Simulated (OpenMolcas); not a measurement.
SeO2 (selenium dioxide): a line through the functionals

The species is SeO2 (3 atoms), meant as a singlet with charge 0. SMILES: `O=[Se]=O`. Geometry: relaxed at PBE0-D4/def2-TZVP.

The HOMO–LUMO gap y, in eV, basis def2-TZVPP; a is the functional's share of exact exchange. Programs: OpenMolcas 26.06.

| functional | program | a | y (eV) |
| --- | --- | --- | --- |
| BLYP | OpenMolcas | 0 | 2.76 |
| r2SCAN | OpenMolcas | 0 | 3.06 |
| B3LYP | OpenMolcas | 0.2 | 4.62 |
| PBE0 | OpenMolcas | 0.25 | ? |
| BHLYP | OpenMolcas | 0.5 | 7.45 |

Task: Fit y = c + s·a to the known rows and predict PBE0.

Result: 
1. Means of the 4 rows: a = 0.1750, y = 4.473.
2. Σ(Δa)² = 0.1675, Σ(Δa·Δy) = 1.5183, so the slope is 1.5183/0.1675 = 9.0645.
3. Intercept: 4.473 − (9.0645) × 0.1750 = 2.887. The largest residual of the fit is 0.17.
4. PBE0: 2.887 + (9.0645) × 0.25 = 5.15 eV.

The run gave 5.09 eV, so the prediction is off by +0.06 eV, within the scatter of the fit. Exact exchange lowers occupied levels and raises empty ones. The rows mix families of semi-local functionals, which the line can't see.
